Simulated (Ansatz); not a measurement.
Molecule: sum formula Si$_{2}$H$_{3}$F$_{2}$, charge 0, multiplicity 2. It need not be the lowest isomer of its formula. SMILES: F[SiH]([SiH2])F
Coordinates optimised at B3LYP-D3(BJ)/def2-TZVP (Ansatz, a first-principles code):
```xyz
7

F     -1.2098    -1.0208     0.8096
Si    -0.5018    -0.1722    -0.3449
F     -1.1839     1.2729    -0.3733
Si     1.7470     0.0865     0.2060
H     -0.8336    -0.8289    -1.6256
H      2.4836     0.9633    -0.7370
H      2.4591    -1.2032     0.3803
```
Charge 0, spin multiplicity 2.

Atomisation energy built up term by term with Ansatz (kcal/mol; UHF references for open shells; valence terms freeze the core; atomic spin-orbit terms are left out). Basis-set limits of correlation are two-point, X^-3; Hartree-Fock from the larger set.

```json
[
 {"term": "Hartree-Fock", "basis": "aug-cc-pV(Q+d)Z", "kcal/mol": "426.36"},
 {"term": "CCSD correlation", "basis": "CBS(aug-cc-pV(T+d)Z,aug-cc-pV(Q+d)Z)", "kcal/mol": "129.27"},
 {"term": "(T)", "basis": "CBS(aug-cc-pV(T+d)Z,aug-cc-pV(Q+d)Z)", "kcal/mol": "7.81"},
 {"term": "core correlation", "basis": "cc-pwCVTZ", "kcal/mol": "-0.28"},
 {"term": "scalar relativity (X2C)", "basis": "cc-pVTZ-DK against cc-pVTZ", "kcal/mol": "-1.73"},
 {"term": "sum: De", "basis": "", "kcal/mol": "561.4"}
]
```

(T) makes 1.4 % of the CCSD(T) atomisation energy; under 5 % is typical of single-reference molecules.
